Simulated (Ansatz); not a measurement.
`[AlH2][S][AlH2]` + `N=C=O` → `O=C=[N][AlH2]` + `[AlH2][SH]`  (ligand exchange at the Al–S bond)

Calculated with Ansatz (gas phase, PBE0-D4/def2-TZVP geometries, no zero-point term in ΔE). CBS: MP2 limit from def2 TZ/QZ plus the TZ coupled-cluster correction, frozen cores. This one scheme is used for every species. Functionals use def2-TZVPP. Each species was taken in one conformer, which may not be the lowest.

`[AlH2][S][AlH2]`:

Z-matrix (Å, degrees):
```
Al
S 1 2.183
H 1 1.580 2 116.2
H 1 1.581 2 120.5 3 180.0
Al 2 2.183 1 101.4 3 180.0
H 5 1.580 2 120.5 1 -0.2
H 5 1.580 2 116.2 1 179.8
```

`N=C=O`:

```xyz
4

N     0.518    0.438    0.356
C    -0.338   -0.033   -0.356
O    -1.162   -0.360   -1.104
H     0.982   -0.045    1.105
```

`O=C=[N][AlH2]`:

```xyz
6

O    -1.417    0.421   -2.490
C    -0.848    0.251   -1.487
N    -0.265    0.077   -0.458
Al    0.605   -0.179    1.062
H    -0.232   -0.655    2.308
H     2.158    0.086    1.065
```

`[AlH2][SH]`:

Cartesian coordinates in Å:
```
Al 0.264 0.488 0.341
S 0.017 -1.572 -0.330
H 1.401 0.753 1.403
H -0.685 1.604 -0.254
H -0.997 -1.272 -1.160
```

```tsv
level	ΔE (kcal/mol)	difference from CCSD(T)/CBS
B97M-V	-6.6	-0.8
r2SCAN0-D4	-5.8	0.0
BHLYP-D4	-7.9	-2.1
ωB97X-V	-6.6	-0.8
BLYP	-7.8	-2.0
r2SCANh	-5.7	0.1
r2SCAN0	-6.0	-0.2
BHLYP	-9.1	-3.3
LC-ωPBE	-6.1	-0.3
HF/def2-SVP	-11.9	-6.1
CCSD(T)/CBS	-5.8	0
```

What do rigid-rotor, harmonic-oscillator terms from PBE0-D4/def2-TZVP frequencies (298.15 K, 1 bar) make of the CCSD(T)/CBS value? (Best estimate.)

Computed: ΔZPE = -0.8 kcal/mol, ΔH = -6.8 kcal/mol, ΔS = 6 J/(mol·K), ΔG = -7.2 kcal/mol.

Largest T1 diagnostic among the species: 0.018.

At CCSD(T), def2-SVP lies −2.6 kcal/mol from the extrapolated value and def2-TZVPP −0.9 kcal/mol. From BLYP to BHLYP (50 % exact exchange), in def2-TZVPP and without D4, ΔE moves by −1.3 kcal/mol. In def2-TZVPP, CCSD(T) changes the Hartree–Fock value by +3.9 kcal/mol (the triples alone add +0.9 kcal/mol) and MP2 by +4.1 kcal/mol.
